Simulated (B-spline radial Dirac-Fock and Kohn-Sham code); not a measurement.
**Relativistic shifts of the levels of Al³⁺**

System: aluminum as Al³⁺, [He] 2s2 2p6.

Both columns are ΔSCF binding energies of the configuration average from a radial B-spline solver: non-relativistic Hartree-Fock with a point nucleus, and Dirac-Fock with a finite nucleus and the Coulomb interaction alone, averaged over the two j levels with weights 2j+1.

| shell | Hartree-Fock (eV) | Dirac-Fock (eV) | shift (eV) | shift (%) |
| --- | --- | --- | --- | --- |
| 1s | 1605.5 | 1609.0 | +3.55 | +0.22 |
| 2s | 164.8 | 165.4 | +0.53 | +0.32 |
| 2p | 118.6 | 118.6 | -0.01 | -0.01 |

Relativity binds 1s, 2s more strongly, among those listed most of all 2s in relative terms, and 2p more weakly.

Values without a named source are computed, but for edge energies of neutral atoms, which are taken from tables.
